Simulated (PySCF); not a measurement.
Question: What does the PBE0-D3(BJ)/def2-SVP structure of `C(#C)C[C@H](CC(C)C)C` look like in three dimensions?

Answer: 
```xyz
25
C9H16 angstrom
C      3.079    1.035    0.340
C      2.353    0.443   -0.429
C      1.463   -0.269   -1.338
C      0.436   -1.173   -0.629
C      1.122   -2.349    0.055
C     -0.436   -0.405    0.364
C     -1.177    0.822   -0.172
C     -1.966    1.488    0.950
C     -2.087    0.489   -1.350
H      3.728    1.563    1.013
H      2.070   -0.882   -2.027
H      0.942    0.469   -1.970
H     -0.212   -1.576   -1.427
H      1.820   -1.996    0.831
H      0.385   -3.008    0.539
H      1.696   -2.955   -0.663
H      0.199   -0.089    1.209
H     -1.177   -1.109    0.785
H     -0.422    1.552   -0.515
H     -1.312    1.758    1.793
H     -2.465    2.406    0.602
H     -2.747    0.811    1.337
H     -2.832   -0.273   -1.067
H     -2.636    1.381   -1.690
H     -1.528    0.100   -2.215
```

Any rigid rotation of these coordinates is as good. Atoms count from 1 in this order. The 8 C–C bonds span 1.212 Å (C1≡C2, drawn triple) to 1.541 Å (C3–C4, drawn single), a spread of 0.329 Å. Of the pairs four or more bonds apart, H12···H19 is among the closest relative to their van der Waals radii: 2.27 Å, 95 % of the sum of Bondi's values.

Bonds between heavy atoms (Å): C1≡C2 1.212, C2–C3 1.458, C3–C4 1.541, C4–C5 1.524, C4–C6 1.529, C6–C7 1.530, C7–C8 1.525, C7–C9 1.525.

Method used: PBE0-D3(BJ)/def2-SVP geometry optimisation, gas phase in PySCF.

Point group: C1 (no symmetry element, even within 0.4 Å). Stationary, but not proved a minimum. The numbers are those of one conformer (C2–C3–C4–C5 -68°, C3–C4–C6–C7 54°, C4–C6–C7–C8 -179°).
